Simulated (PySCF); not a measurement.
CH₄MgO₂, SMILES C[O][Mg][OH]. Atoms are numbered in the order given.

```xyz
8

Mg     0.0000     0.0000     0.7095
O      0.0000     0.0000     2.4695
H      0.0000     0.0000     3.4224
O      0.0000     0.0000    -1.0603
C      0.0000     0.0000    -2.4399
H     -0.8905     0.5141    -2.8571
H      0.8905     0.5141    -2.8571
H      0.0000    -1.0282    -2.8571
```
Charge 0, spin multiplicity 1.

Geometry optimised at B3LYP-D3(BJ)/def2-SVP. The values are those of a single conformer.

The numbers are results of PySCF with KT2/pcSseg-1, not measurements.

GIAO shieldings, no solvent; atoms alike by connectivity are averaged. δ = σ(ref) − σ: ¹⁷O against H2O (σ = 330.4 ppm); ¹H against TMS (σ = 31.47 ppm); ¹³C against TMS (σ = 185.1 ppm), references at their B3LYP-D3(BJ)/def2-TZVP geometries, non-relativistic.

```csv
nucleus,atoms,count,δ (ppm)
¹⁷O,O4,1,-56.3
¹⁷O,O2,1,-75.8
¹H,"H6, H7, H8",3,4.50
¹H,H3,1,-0.66
¹³C,C5,1,60.2
```
